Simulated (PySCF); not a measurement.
Geometry (Å), atoms numbered from 1 in this order:
```xyz
27

C     3.708    0.633   -0.110
N     2.693   -0.350    0.143
C     1.613   -0.278   -0.512
C     0.543   -1.309   -0.325
N    -0.777   -0.745    0.042
C    -1.744   -1.849    0.134
B    -1.333    0.397   -1.079
C    -1.259    1.746   -0.191
C    -1.573    1.229    1.211
C    -0.704   -0.008    1.347
H     4.628    0.127   -0.448
H     3.966    1.140    0.833
H     3.424    1.395   -0.862
H     1.409    0.514   -1.258
H     0.878   -2.017    0.451
H     0.403   -1.857   -1.270
H    -1.377   -2.626    0.824
H    -2.705   -1.458    0.488
H    -1.895   -2.279   -0.864
H    -0.626    0.304   -2.075
H    -2.488    0.060   -1.320
H    -0.259    2.218   -0.191
H    -1.974    2.516   -0.518
H    -2.639    0.955    1.288
H    -1.362    1.932    2.035
H     0.343    0.293    1.496
H    -0.973   -0.685    2.173
```

Geometry: PBE0-D3(BJ)/def2-SVP; GIAO shifts from PySCF, gas phase, non-relativistic, averaged over equivalent atoms.

At B3LYP/pcSseg-1 (255 basis functions, 2.5 min wall time on 1 thread of an Intel Xeon, shared host):
```csv
atoms,δ (ppm)
C3,170.6
C4,71.2
C10,64.3
C6,56.2
C1,51.8
C9,31.2
C8,21.7
N2,401.4
N5,75.7
B7,-3.6
H14,8.18
H11/H12/H13,3.51
H16,3.47
H15,2.87
H20,2.82
H26,2.61
H17/H18/H19,2.42
H21,2.29
H27,2.18
H24,1.84
H25,1.65
H23,0.91
H22,0.46
```

Chemical shifts δ = σref − σ; TMS for 13C (σ = 179.24 ppm), 1H (σ = 31.38 ppm); NH3 for 15N (σ = 263.54 ppm); 11B (σ = 97.83 ppm) against BF3·OEt2, all at this level.

Task: Estimate the result of repeating the calculation with PBE0/pcSseg-1.

Result: 
| atoms | δ at PBE0/pcSseg-1 | change |
| --- | --- | --- |
| C3 | 170.6 | +0.0 |
| C4 | 69.8 | -1.4 |
| C10 | 63.2 | -1.1 |
| C6 | 55.5 | -0.7 |
| C1 | 51.2 | -0.6 |
| C9 | 30.1 | -1.1 |
| C8 | 20.6 | -1.1 |
| N2 | 397.5 | -3.9 |
| N5 | 70.0 | -5.7 |
| B7 | -5.1 | -1.5 |
| H14 | 8.20 | +0.02 |
| H11/H12/H13 | 3.52 | +0.01 |
| H16 | 3.49 | +0.02 |
| H15 | 2.90 | +0.03 |
| H20 | 2.91 | +0.09 |
| H26 | 2.57 | -0.04 |
| H17/H18/H19 | 2.43 | +0.01 |
| H21 | 2.39 | +0.10 |
| H27 | 2.19 | +0.01 |
| H24 | 1.84 | +0.00 |
| H25 | 1.63 | -0.02 |
| H23 | 0.91 | +0.00 |
| H22 | 0.47 | +0.01 |

Scale: 13C (σ = 184.41 ppm), 1H (σ = 31.27 ppm) against TMS; NH3 for 15N (σ = 265.67 ppm); 11B (σ = 100.73 ppm) vs BF3·OEt2 (reference shieldings calculated alike).

The largest change is at N5 (donor nitrogen of a Lewis adduct). Cost: 255 basis functions, 3.3 min wall time on 1 thread of an Intel Xeon, shared host. The order of the carbon signals is the same at both levels.

A carbon bonded to boron is broadened by the quadrupolar boron nucleus and is often missing from a measured spectrum. Experimental scales use liquid or dissolved standards, which lie at an offset from isolated NH3 (liquid NH3: subtract about 20 ppm). Unscaled 15N shifts of sp2 nitrogen come out 20 to 40 ppm too high even then.
